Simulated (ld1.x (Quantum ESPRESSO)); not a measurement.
# Cutoff test, silicon (Si), PAW

* Element: Si
* Generator: ld1.x (Quantum ESPRESSO) 7.5
* Type: PAW
* Functional: PBE
* Relativity: non-relativistic
* Frozen core: [Ne]
* Valence charge: 4
* Reference configuration: 3s1.5 3p2.5
* Partial waves: 3s (bound): rcut 1.65, rcutus 2.05 bohr; 3s channel at 0.95 Ry: rcut 1.65, rcutus 2.05 bohr; 3p (bound): rcut 2.30, rcutus 2.50 bohr; 3p channel at 1.5 Ry: rcut 2.30, rcutus 2.50 bohr; 3d channel at 0.45 Ry: rcut 1.60, rcutus 2.05 bohr; 3d channel at 0.9 Ry: rcut 1.60, rcutus 2.05 bohr
* Local potential: all-electron potential smoothed inside 1.55 bohr (lloc = -1)
* Core correction: Bessel-smoothed model core inside 0.95 bohr
* Augmentation charge: PSQ, radius 1.35 bohr

The pseudo-atom Hamiltonian at the reference potential is diagonalised in spherical Bessel functions j_l(qr) that vanish at 20 bohr, with q² up to the cutoff. All-electron valence levels (Ry): 3s -0.8195, 3p -0.3226.

How do the lowest levels (Ry) of each channel move with the cutoff, and are there ghosts?

```json
{"cutoff (Ry)": "8", "s #1": "-0.8193", "p #1": "-0.3202", "d #1": "0.0541", "d #2": "0.1295", "f #1": "0.1096", "f #2": "0.2329", "Σ f·Δε (mRy)": "6.4"}
{"cutoff (Ry)": "10", "s #1": "-0.8193", "p #1": "-0.3220", "d #1": "0.0539", "d #2": "0.1288", "f #1": "0.1096", "f #2": "0.2329", "Σ f·Δε (mRy)": "1.8"}
{"cutoff (Ry)": "12", "s #1": "-0.8194", "p #1": "-0.3225", "d #1": "0.0538", "d #2": "0.1283", "f #1": "0.1096", "f #2": "0.2329", "Σ f·Δε (mRy)": "0.5"}
{"cutoff (Ry)": "15", "s #1": "-0.8194", "p #1": "-0.3226", "d #1": "0.0537", "d #2": "0.1279", "f #1": "0.1096", "f #2": "0.2329", "Σ f·Δε (mRy)": "0.2"}
{"cutoff (Ry)": "18", "s #1": "-0.8194", "p #1": "-0.3226", "d #1": "0.0537", "d #2": "0.1277", "f #1": "0.1096", "f #2": "0.2329", "Σ f·Δε (mRy)": "0.1"}
{"cutoff (Ry)": "400", "s #1": "-0.8195", "p #1": "-0.3226", "d #1": "0.0537", "d #2": "0.1277", "f #1": "0.1096", "f #2": "0.2329", "Σ f·Δε (mRy)": "0.0"}
```

Result: no extra level below or beside the all-electron valence levels (s, p, d, f tested); 10 mRy is reached at 8 Ry and 1 mRy at 12 Ry.
